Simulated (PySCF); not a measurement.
## Two-dimensional NMR puzzle

Compound of formula C5H9ClO2Si. Correlations simulated from computed shifts and the bond graph:

HSQC (one-bond C–H):
| δH | δC |
| --- | --- |
| 5.69 | 103.9 |
| 3.80 | 60.0 |
| 1.75 | 18.4 |

HMBC (two and three bonds, from the bond graph):
| δH | δC |
| --- | --- |
| 5.69 | 171.5, 60.0 |
| 5.54 | 171.5, 66.8, 18.4 |
| 3.80 | 103.9 |
| 1.75 | 171.5, 66.8 |

Carbons without hydrogens: δ 171.5, 66.8.

- GFN2-xTB geometry
- NMR shieldings at PBE0/pcSseg-1/GIAO
- code: PySCF
- single conformer, no solvent, non-relativistic Hamiltonian, one averaged value for each set of equivalent atoms

δ = σ(ref) − σ, references computed at the same level: TMS for 1H (σ = 31.72 ppm), 13C (σ = 186.93 ppm).

Exchangeable hydrogens are left out of these lists.

Q: Assemble the structure.

A: `COCOC1=C([SiH2]Cl)C1`.

Atoms are numbered as in `[CH3:1][O:2][CH2:3][O:4][C:5]1=[C:6]([SiH2:7][Cl:8])[CH2:9]1`. Hydrogens are named by the atom that carries them.

δC 171.5 is C5, an alkene carbon bearing oxygen. δC 103.9 is C3, an sp3 carbon bearing two oxygens (δH 5.69). δC 66.8 is C6, a β carbon of an enol-ether or enamine type C=C. δC 60.0 is C1, a methyl carbon bonded to O (δH 3.80). δC 18.4 is C9, a three-membered-ring carbon (δH 1.75). HMBC from δH 5.69 reaches the proton-free carbon C5. HMBC from δH 5.54 reaches the proton-free carbons C5, C6. HMBC from δH 1.75 reaches the proton-free carbons C5, C6.

The data come from this structure; uniqueness wasn't tested.

Shifts are as computed. Against solution values, carbons near 30 ppm lie about +3 ppm off and those near 130 ppm about +5 ppm. Of 1211 compounds with measured shifts, 218 miss one by over three times the rms of a fit or turn the order of signals round; such compounds aren't used in these exercises.
